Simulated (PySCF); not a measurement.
C8H2F4N2O, SMILES o1cnnc1-c1c(F)c(F)cc(F)c1F.

The structure is a stationary point at B3LYP-D3(BJ)/def2-SVP. This is a generated structure with no PubChem entry under its InChIKey; it may be hypothetical. Other conformers were not sampled.

Method: PySCF with TDA-PBE/def2-SVP.

Vertical excitations. Isolated molecule, no solvent.

Q: Give excitation energies, oscillator strengths and character. (The exact figures need the calculation; the answer reports its results.)

A: 
| state | energy (eV) | λ (nm) | f | main pairs |
|---|---|---|---|---|
| S1 | 3.76 | 330 | 0.003 | HOMO−1→LUMO 97 % |
| S2 | 4.10 | 302 | 0.038 | HOMO→LUMO 82 % |
| S3 | 4.91 | 253 | 0.072 | HOMO−1→LUMO+1 81 %, HOMO−2→LUMO 15 % |
| S4 | 4.99 | 248 | 0.462 | HOMO−2→LUMO 71 %, HOMO−1→LUMO+1 16 % |
| S5 | 5.16 | 240 | 0.002 | HOMO→LUMO+2 74 %, HOMO−2→LUMO+1 16 % |
| S6 | 5.16 | 240 | 0.014 | HOMO−3→LUMO 79 % |
| T1 | 3.32 | 374 | 0 | HOMO→LUMO 99 % |
| T2 | 3.46 | 359 | 0 | HOMO−2→LUMO 48 %, HOMO−1→LUMO 47 % |
Triplets are in the Tamm–Dancoff approximation.
